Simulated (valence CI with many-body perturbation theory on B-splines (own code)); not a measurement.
**Missing levels of Tm⁵⁵⁺**

Calculated by relativistic CI+MBPT: four valence electrons over a frozen Dirac-Fock core [Ne], a basis of 11 s, 11 p, 9 d, 7 f, 5 g, 2 h, 1 i functions for each j, with the one-electron correlation potential Σ1, the two-electron term Σ2, the three-electron term Σ3, Breit, model QED; selected CI, second order for the rest (own B-spline code, finite nucleus).

No measured spectrum was set against this ion. As an estimate, large intervals hold to a few tenths of a per cent, small ones and those within an open d or f shell to about a per cent.

```tsv
Level	E (× 10³ cm⁻¹)
(3s^2 3p1/2^2) J=0	0.00
(3s^2 3p1/2 3p3/2) J=1	1992.4
(3s^2 3p1/2 3p3/2) J=2	?
(3s 3p1/2^2 3p3/2) J=2	3206.6
(3s 3p1/2^2 3p3/2) J=1	?
(3s^2 3p1/2 3d3/2) J=2	3618.1
(3s^2 3p1/2 3d3/2) J=1	3932.8
(3s^2 3p3/2^2) J=2	4106.2
(3s^2 3p1/2 3d5/2) J=2	4228.7
(3s^2 3p1/2 3d5/2) J=3	4235.7
(3s^2 3p3/2^2) J=0	4257.3
(3s 3p1/2^2 3d3/2) J=1	?
(3s 3p1/2^2 3d3/2) J=2	4914.5
(3s 3p1/2 3p3/2^2) J=2 [a]	?
(3s 3p1/2 3p3/2^2) J=3	5278.7
(3s 3p1/2 3p3/2^2) J=0	?
(3s 3p1/2^2 3d5/2) J=3	5437.0
(3s 3p1/2 3p3/2^2) J=1 [a]	5472.4
(3s 3p1/2 3p3/2^2) J=2 [b]	5478.0
(3s 3p1/2^2 3d5/2) J=2	?
```

Levels are named by their leading jj configuration (3d3/2^4 stands for four electrons in 3d with j = 3/2), which in mixed levels can hold well under half, so a name can repeat and another be missing. Letters in brackets count levels of one name in rising energy.

The levels stand in rising order. What does the calculation give for the missing energies?

(3s^2 3p1/2 3p3/2) J=2 2062.0; (3s 3p1/2^2 3p3/2) J=1 3415.9; (3s 3p1/2^2 3d3/2) J=1 4861.8; (3s 3p1/2 3p3/2^2) J=2 [a] 5148.3; (3s 3p1/2 3p3/2^2) J=0 5367.2; (3s 3p1/2^2 3d5/2) J=2 5539.9.
